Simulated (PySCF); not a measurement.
Gas-phase reaction: SnH4 + 3 SnF4 = 4 SnF3 + 2 H2, at 500 K and a standard pressure of 1 bar. Level: PBE0/def2-TZVP.

Energies from PySCF, thermal terms from the rigid-rotor harmonic-oscillator model, ideal gas at 1 bar. Open shells (unrestricted): SnF3 (multiplicity 2); the rest are closed-shell singlets. Sn: scalar-relativistic def2 core potential, no spin-orbit coupling. SnF3: computed as isolated molecules; such fragments, hydroxides, amides, oligomers or adducts are transient or little studied in the gas. The harmonic model lacks anharmonicity and excited electronic states, which grow with temperature; levels with a mode under 35 cm⁻¹ are left out.

```tsv
species	E (Ha)	H(500 K) − E (kJ/mol)	S°(500 K) (J/mol/K)
SnH4	-216.66474	91.5	258.6
SnF4	-613.59608	59.5	372.6
SnF3	-513.75653	45.0	353.9
H2	-1.16823	40.9	145.5
```
E: electronic energy; H − E holds the zero-point and thermal terms. 1 Ha = 2625.5 kJ/mol.

**Question.** Work out ΔH°, ΔS°, ΔG° and log10 K from these numbers.

**Answer.** 1. ΔE = 4×(-513.75653) + 2×(-1.16823) − 1×(-216.66474) − 3×(-613.59608) = 0.09040 Ha = 237.3 kJ.
2. Δ(H − E) = 4×(45.0) + 2×(40.9) − 1×(91.5) − 3×(59.5) = -8.2 kJ, so ΔH° = 229.1 kJ.
3. ΔS° = 4×(353.9) + 2×(145.5) − 1×(258.6) − 3×(372.6) = 330.2 J/K; the number of gas molecules changes by +2.
4. ΔG° = ΔH° − TΔS° = 229.1 − 500×(330.2)/1000 = 64.0 kJ.
5. log10 K = −ΔG°/(RT ln 10) = -6.69, with RT ln 10 = 9.57 kJ/mol; at standard pressures the reactants are favoured.
6. A shift of 10 kJ in ΔE would move log10 K by 1.04 here.
7. With ΔH° and ΔS° held fixed, ΔG° changes sign near ΔH°/ΔS° = 690 K.
For scale, ΔH°(298 K) is 227 kJ at this level, 250 kJ at ωB97M-V/def2-TZVP†, and runs from 111 to 301 kJ over the 17 levels computed († marks an energy on the PBE0/def2-TZVP geometry).
